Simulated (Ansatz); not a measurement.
Cartesian coordinates in Å:
```
F 0.8736 -1.3583 -0.8205
C 0.1587 -0.2133 -0.7472
Cl -1.3939 -0.4289 -1.5335
C -0.0028 0.1391 0.7396
F 1.2142 0.1829 1.2882
F -0.7106 -0.7829 1.3803
Br -0.8390 1.8749 0.9471
H 0.6997 0.5865 -1.2539
```

The species carries charge 0 and has multiplicity 1.

**Question.** List the PBE0/def2-TZVPP orbital energies in eV (the Gaussian-basis code of Ansatz). (An estimate is asked.)

**Answer.** Computed: Occupied: -13150.93, -2768.28, -1705.83, -1536.40, -1536.30, -1536.30, -675.64, -675.63, -675.19, -285.00, -283.08, -260.11, -239.66, -198.46, -198.22, -198.21, -180.10, -179.78, -179.78, -73.58, -73.49, -73.49, -73.23, -73.23, -36.82, -35.22, -34.99, -25.26, -23.35, -21.17, -18.95, -17.11, -16.77, -16.26, -15.35, -14.73, -13.60, -13.32, -12.78, -12.10, -11.56, -10.72, -9.99, -9.46, -9.12, -8.95. Lowest empty: -0.90, 0.19, 1.31, 1.89, 2.88, 3.45, 3.88, 4.58.
